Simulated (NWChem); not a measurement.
CH₆MgOSi; SMILES [O]([Mg][CH3])[SiH3]

```xyz
10

Mg    -0.7728     0.6742     0.5441
C     -1.9808     1.6153     1.9551
H     -2.1059     0.9964     2.8518
H     -2.9809     1.8191     1.5540
H     -1.5527     2.5733     2.2738
O      0.2788    -0.1446    -0.6841
Si     1.2236    -0.8836    -1.7873
H      0.4271    -1.7161    -2.7408
H      2.2235    -1.7947    -1.1496
H      1.9962     0.0967    -2.6112
```
Atoms are numbered in this order, from 1.

All runs use the structure optimised with B3LYP/6-31G* (spherical d).

 Unshifted, non-relativistic core excitations; the lowest 4 roots alone, so stronger bands may lie above.

Question: List the first Si K-edge excitations from PBE0/6-311G** (spherical d), restricted-window TDA (NWChem).

Answer: 
| state | energy (eV) | dipole oscillator strength | leading excitation (squared amplitude) |
|---|---|---|---|
| S1 | 1800.0 | 0.0009 | 1s of atom 7 or its equivalents → LUMO (0.90) |
| S2 | 1801.3 | 0.0002 | 1s of atom 7 or its equivalents → LUMO+1 (0.99) |
| S3 | 1801.3 | 0.0002 | 1s of atom 7 or its equivalents → LUMO+2 (0.99) |
| S4 | 1801.5 | 0.0011 | 1s of atom 7 or its equivalents → LUMO+3 (0.66) |
